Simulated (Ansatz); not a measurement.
`BC(B)[SiH3]` + `OBOCF` → `OB([SiH3])OCF` + `BCB`  (formal exchange of groups at the Si–C bond)

Program: Ansatz. Geometries: PBE0-D4/def2-TZVP. ΔE: electronic, gas phase. CCSD(T)/CBS is the MP2 limit (def2-TZVPP, def2-QZVPP) plus CCSD(T) − MP2 in def2-TZVPP, frozen cores. DFT in def2-TZVPP. B3LYP here is the variant with VWN-RPA as its local correlation; programs differ in this. Each species was taken in one conformer, which may not be the lowest.

`BC(B)[SiH3]`:

Cartesian coordinates in Å:
```
B 1.249 -1.083 -0.331
C -0.083 -0.385 -0.612
B 0.049 1.118 -0.928
Si -0.862 0.047 1.079
H 1.481 -2.167 -0.784
H 2.084 -0.537 0.332
H -0.823 -0.932 -1.198
H -0.664 1.641 -1.734
H 0.857 1.779 -0.338
H 0.134 0.033 2.174
H -1.952 -0.925 1.332
H -1.470 1.410 1.008
```

`OBOCF`:

Z-matrix (Å, degrees):
```
C
F 1 1.369
O 1 1.380 2 109.5
H 1 1.092 2 107.8 3 117.9
H 1 1.095 2 107.6 3 -121.4
B 3 1.370 1 120.6 2 -92.0
O 6 1.348 3 119.3 1 175.3
H 6 1.196 3 121.3 1 -5.8
H 7 0.963 6 112.8 3 -1.9
```

`OB([SiH3])OCF`:

Z-matrix (Å, degrees):
```
Si
B 1 2.030
H 1 1.487 2 111.9
H 1 1.490 2 110.2 3 120.7
H 1 1.490 2 110.2 3 -120.9
O 2 1.381 1 116.7 3 178.6
O 2 1.354 1 120.2 3 -1.7
C 6 1.376 2 123.0 1 168.4
H 7 0.964 2 114.7 1 171.3
F 8 1.385 6 111.0 2 57.4
H 8 1.090 6 108.6 2 175.4
H 8 1.096 6 111.5 2 -61.3
```

`BCB`:

Cartesian coordinates in Å:
```
B -0.841 0.205 0.959
C -0.382 -0.084 -0.494
B 1.167 -0.039 -0.549
H -0.506 -0.529 1.844
H -1.515 1.158 1.221
H -0.886 0.501 -1.261
H -0.589 -1.165 -0.599
H 1.743 0.756 -1.235
H 1.808 -0.803 0.114
```

| level | ΔE (kJ/mol) | difference from CCSD(T)/CBS |
| --- | --- | --- |
| r2SCAN-D4 | 61.2 | -1.6 |
| PBE0-D4 | 60.5 | -2.3 |
| B3LYP-D4 | 55.7 | -7.1 |
| ωB97X-V | 55.9 | -6.9 |
| ωB97M-V | 64.2 | 1.4 |
| B2PLYP | 58.5 | -4.3 |
| PBE | 55.6 | -7.2 |
| r2SCAN | 60.9 | -1.9 |
| PBE0 | 58.7 | -4.1 |
| B3LYP | 52.1 | -10.7 |
| CCSD/def2-TZVPP | 59.6 | -3.2 |
| CCSD(T)/def2-TZVPP | 61.5 | -1.3 |
| HF/def2-QZVPP | 52.0 | -10.8 |
| MP2/def2-QZVPP | 72.4 | 9.6 |
| HF/CBS(def2) | 52.1 | -10.7 |
| MP2/CBS(def2) | 72.6 | 9.8 |
| CCSD(T)/CBS | 62.8 | 0 |

Largest T1 diagnostic among the species: 0.013.

In def2-TZVPP, CCSD(T) changes the Hartree–Fock value by +10.5 kJ/mol (the triples alone add +1.9 kJ/mol) and MP2 by +20.3 kJ/mol. From PBE to PBE0 (25 % exact exchange), in def2-TZVPP and without D4, ΔE moves by +3.1 kJ/mol. The D4 term adds +3.6 kJ/mol with B3LYP and +1.7 kJ/mol with PBE0; it sums over pairs of atoms, weighted by their polarisabilities, and B3LYP, whose exchange is more repulsive, gets the larger term.
